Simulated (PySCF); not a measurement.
Geometry (Å), atoms numbered from 1 in this order:
```xyz
17

C    -2.447    0.283    0.856
C    -1.619   -0.340   -0.254
S    -1.540   -2.158   -0.141
C    -0.166   -0.061   -0.178
C     0.651   -0.252   -1.308
C     2.009   -0.090   -1.199
C     2.549    0.268    0.041
C     1.668    0.451    1.088
N     0.356    0.322    0.997
H    -2.464    1.371    0.759
H    -3.466   -0.100    0.814
H    -2.008    0.021    1.815
H    -2.027   -0.073   -1.240
H     0.195   -0.547   -2.243
H     2.656   -0.230   -2.058
H     3.615    0.401    0.171
H     2.032    0.743    2.070
```

Total charge -1.

Geometry: GFN2-xTB; GIAO shifts from PySCF, gas phase, non-relativistic, averaged over equivalent atoms.

At PBE0/def2-SVP (170 basis functions, 45 s wall time on 1 thread of an Arm Neoverse V1, shared host):
```json
{"atoms": "C4", "δ (ppm)": "164.7"}
{"atoms": "C8", "δ (ppm)": "143.4"}
{"atoms": "C6", "δ (ppm)": "125.5"}
{"atoms": "C5", "δ (ppm)": "121.3"}
{"atoms": "C7", "δ (ppm)": "106.6"}
{"atoms": "C2", "δ (ppm)": "48.7"}
{"atoms": "C1", "δ (ppm)": "25.3"}
{"atoms": "N9", "δ (ppm)": "283.4"}
{"atoms": "H17", "δ (ppm)": "7.34"}
{"atoms": "H14", "δ (ppm)": "6.82"}
{"atoms": "H15", "δ (ppm)": "6.17"}
{"atoms": "H16", "δ (ppm)": "5.38"}
{"atoms": "H13", "δ (ppm)": "4.71"}
{"atoms": "H10/H11/H12", "δ (ppm)": "1.45"}
```

δ = σ(ref) − σ, references computed at the same level: 13C (σref 196.16) and 1H (σref 31.81) against TMS; 15N (σref 271.96) against NH3.

Predict the values at PBE0/pcSseg-1 on the same geometry.

## Answers


```csv
atoms,δ at PBE0/pcSseg-1,change
C4,173.6,+8.9
C8,151.3,+7.9
C6,133.9,+8.4
C5,128.2,+6.9
C7,113.6,+7.0
C2,50.0,+1.3
C1,26.1,+0.8
N9,308.8,+25.4
H17,7.73,+0.39
H14,7.01,+0.19
H15,6.59,+0.42
H16,5.84,+0.46
H13,4.74,+0.03
H10/H11/H12,1.56,+0.11
```

Scale: TMS for 13C (σ = 186.93 ppm) and 1H (σ = 31.72 ppm); 15N (σ = 267.73 ppm) against NH3 (reference shieldings calculated alike).

The largest change is at N9 (pyridine-type ring nitrogen). Cost: 200 basis functions, 38 s wall time on 1 thread of an Arm Neoverse V1, shared host. The order of the carbon signals is the same at both levels.

Experimental scales use liquid or dissolved standards, which lie at an offset from isolated NH3 (liquid NH3: subtract about 20 ppm). Unscaled 15N shifts of sp2 nitrogen often come out too high even then, by a few to some tens of ppm.
